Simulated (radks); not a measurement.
The numbers below are computed, except where a source is named.
Problem. Dipole-allowed excitations along the series with 2 electrons in [He]. Code: a radial shooting solver on a logarithmic mesh with Libxc functionals. Model: scalar-relativistic Kohn-Sham, LB94 model potential, spin-polarised, spherical densities, finite nucleus; Fermi nuclear charge, rms radius of each element as measured or else 0.836 A^(1/3) + 0.57 fm. Time-dependent linear response with the Hartree and adiabatic LDA kernel, continuum included through the Sternheimer equations, no spin-orbit coupling, so fine structure and intercombination lines are absent. Lines are the poles of the dipole polarisability below minus the highest occupied eigenvalue, found on a grid refined at the orbital gaps; the lowest seven at most are given, and weak or close lines can be missed. The first line takes the name of the lowest orbital gap if no other gap lies below it; otherwise a line is named after a gap within 0.6 % of it, if that gap stands alone.

species  -e(HOMO) (eV)  lowest orbital gap (eV)  first line (eV)      f  static alpha (bohr^3)
Ti20+           6207.3             1s-2p 4721.8   4734.7 (1s-2p)  0.769             0.00004041
V21+            6808.1             1s-2p 5176.3   5190.9 (1s-2p)  0.771             0.00003364
Cr22+           7437.2             1s-2p 5652.1   5668.7 (1s-2p)  0.772             0.00002822
Mn23+           8094.8             1s-2p 6149.5   6168.2 (1s-2p)  0.773             0.00002384
Fe24+           8781.0             1s-2p 6668.4   6689.6 (1s-2p)  0.774             0.00002027

Estimate the first line of Co25+, its oscillator strength and the static polarisability.

Solution. 7232.9 eV (1s-2p), f = 0.774, alpha = 0.00001735 bohr^3.
